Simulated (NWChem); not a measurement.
# AlCl, singlet; SMILES [Al][Cl]

Computed with NWChem. Low-valent species are run as closed-shell singlets; no triplet was tried in these runs. Each level has its own optimisation; frequencies are unscaled.

```
level                     basis functions  r Al–Cl (Å)  highest harmonic frequency (cm⁻¹)  zero-point energy (kcal/mol)  dipole (D)  relative time
------------------------  ---------------  -----------  ---------------------------------  ----------------------------  ----------  -------------
Hartree-Fock/3-21G                     26        2.279                                424                           0.6        3.58              1
Hartree-Fock/pcseg-1                   36        2.165                                462                           0.7        2.04              3
Hartree-Fock/aug-pcseg-1               54        2.170                                456                           0.7        1.76              6
Hartree-Fock/pcseg-2                   68        2.143                                481                           0.7        1.74             10
Hartree-Fock/def2-TZVPP                84        2.147                                479                           0.7        1.56             10
```

Times are rough ratios from one shared machine.
